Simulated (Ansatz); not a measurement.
GeH₈N₂Si₂ (`[NH2][Ge][N]([SiH3])[SiH3]`), relaxed with RKS PBE-D4/def2-SVP in Ansatz from a rough embedded geometry. The force threshold is 0.03 eV/Å; the program also tests the step.

Total charge 0; spin multiplicity 1.

Start:

```xyz
13

N     2.593   -0.939    0.643
Ge    0.833   -1.335    0.552
N    -0.136    0.259    0.484
Si   -1.907   -0.277    0.703
Si   -0.011    0.879   -1.207
H     2.754   -0.250    1.464
H     2.896   -0.463   -0.208
H    -2.731    0.942    0.616
H    -2.063   -0.806    2.112
H    -2.317   -1.202   -0.260
H     1.365    1.268   -1.434
H    -0.887    2.051   -1.328
H    -0.390   -0.126   -2.138
```

| step | energy (eV) | largest force (eV/Å) | largest move (Å) |
| --- | --- | --- | --- |
| 1 | -75348.8456 | 3.136 | 0.000 |
| 2 | -75349.5103 | 1.297 | 0.195 |
| 3 | -75349.7493 | 0.780 | 0.200 |
| 4 | -75349.9172 | 0.539 | 0.198 |
| 5 | -75350.0119 | 0.722 | 0.195 |
| 6 | -75350.1292 | 0.854 | 0.195 |
| 7 | -75350.2635 | 1.425 | 0.197 |
| 8 | -75350.4212 | 0.767 | 0.200 |
| 9 | -75350.4837 | 0.820 | 0.170 |
| 10 | -75350.5734 | 1.180 | 0.195 |
| 11 | -75350.6206 | 0.353 | 0.200 |
| 12 (rejected) | -75350.5831 | 0.513 | 0.172 |
| 13 | -75350.6464 | 0.120 | 0.086 |
| 14 | -75350.6574 | 0.073 | 0.100 |
| 15 | -75350.6618 | 0.115 | 0.094 |
| 16 | -75350.6645 | 0.179 | 0.138 |
| 17 | -75350.6663 | 0.078 | 0.018 |
| 18 | -75350.6691 | 0.033 | 0.087 |
| 19 | -75350.6703 | 0.090 | 0.134 |
| 20 | -75350.6713 | 0.040 | 0.010 |
| 21 | -75350.6718 | 0.024 | 0.029 |
| 22 | -75350.6723 | 0.020 | 0.060 |
| 23 | -75350.6724 | 0.023 | 0.047 |

End:

```xyz
13

N     2.458   -0.585    0.503
Ge    0.908   -1.067    1.376
N    -0.343   -0.143    0.269
Si   -2.044   -0.240    0.739
Si    0.083    0.725   -1.206
H     3.354   -0.929    0.858
H     2.592    0.077   -0.269
H    -2.623    1.121    1.031
H    -2.124   -1.083    1.984
H    -2.890   -0.873   -0.337
H     1.207    1.703   -0.955
H    -1.117    1.497   -1.692
H     0.540   -0.205   -2.301
```

Run time 31 s (4 threads of an Intel Xeon Platinum 8488C on a shared host); peak host memory 0.23 GiB.
